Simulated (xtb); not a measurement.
SbF₃, SMILES [F][Sb]([F])[F]. All values are semi-empirical tight-binding results from xtb (GFN2-xTB unless named), good for trends rather than for accurate numbers. Geometry optimised at GFN2-xTB. The isomer is the one that the SMILES or the coordinates give; other isomers of the formula were not compared.

For metal compounds this method's bond lengths and energies can be far off.

```json
{
 "point_group_as_xtb_finds_it": "C3v",
 "orbital_gap": "5.26 eV",
 "zero_point_energy": "2.4 kcal/mol",
 "G − E(el) at 298.15 K (modified RRHO)": "-16.1 kcal/mol"
}
```
